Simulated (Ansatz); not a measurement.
The same path of CH4ClFSSi (9 atoms, charge 0, multiplicity 1) was run twice with different band settings. Lost on the way: C2–H6, S3–Si4. Made: C2–Si4, S3–H6.

These are results of UKS PBE/def2-SVP in Ansatz, not measurements.

Relaxed end points:

```xyz
9
Properties=species:S:1:pos:R:3
F 1.790 0.475 0.979
C 1.446 0.486 -0.349
S 0.468 -0.988 -0.852
Si -1.328 -0.655 0.287
Cl -2.153 1.211 -0.157
H 2.360 0.452 -0.979
H 0.858 1.403 -0.570
H -2.259 -1.747 -0.143
H -1.093 -0.683 1.767
```

```xyz
9
Properties=species:S:1:pos:R:3
F 1.454 -0.469 1.074
C 0.694 0.169 0.081
S 1.108 -0.388 -1.592
Si -1.133 -0.255 0.497
Cl -2.418 0.934 -0.625
H 2.233 0.368 -1.751
H 0.875 1.263 0.159
H -1.379 -1.701 0.188
H -1.345 0.032 1.952
```

Common settings: movable images 7; climbing image yes; optimiser quadratic models (default); start path through a guess of the saddle point; force threshold 0.03 eV/Å; end points relaxed.

| run | spring | iteration limit |
| --- | --- | --- |
| 1 | 5.0 eV/Å² | 47 |
| 2 | 50.0 eV/Å² | 60 |

Q: What does each run give, and how far can it be trusted?

A: Run 1: converged after 25 iterations, highest image 3.595 eV above the first end. Neighbouring images differ by up to 2.3 eV, so the band resolves the path poorly. A vibrational analysis at the climbing image gives one clearly imaginary mode, 887i cm⁻¹: a first-order saddle point.
Run 2: converged after 21 iterations, highest image 3.595 eV above the first end. Neighbouring images differ by up to 2.0 eV, so the band resolves the path poorly. Another band between the same ends (7 images) ends at a top of the same energy, where a vibrational analysis finds 1 clearly imaginary mode.
The orbitals stay closed-shell, which can raise the energy where a bond breaks towards radicals; this wasn't checked here.
